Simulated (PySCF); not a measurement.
# C⁺: excitation energy

C⁺ [He] 2s2 2p1 (2P) → C⁺ [He] 2s1 2p1 3d1 (high-spin determinant), as a difference of total energies. Calculation: PySCF 2.14, in aug-cc-pCVTZ-DK (7s6p4d2f, 59 functions); the spin-free X2C one-electron Hamiltonian (Gaussian nucleus). Correlated levels: valence and next inner shell: nothing frozen. The calculations carry no spin-orbit coupling.

| method | excitation energy (eV) |
| --- | --- |
| UHF | 23.062 |
| MP2 (valence and next inner shell) | 24.297 |
| SCS-MP2 (valence and next inner shell) | 24.640 |
| CCSD (valence and next inner shell) | 24.759 |
| CCSD(T) (valence and next inner shell) | 24.782 |

Question: How much does correlation contribute at CCSD(T) (valence and next inner shell)?

Answer: 24.782 − (23.062) = 1.720 eV, measured against UHF.

The upper state lies above the first ionisation limit, but in LS coupling its spin forbids autoionisation to the ground ion. A Rydberg-like electron needs more diffuse functions than a valence basis has.

The promoted electron is Rydberg-like, and one or two diffuse shells describe it only roughly, which tends to raise the upper state.

The determinant of the upper state mixes LS terms, which raises its energy above the lowest term, most at the Hartree-Fock and MP2 levels.
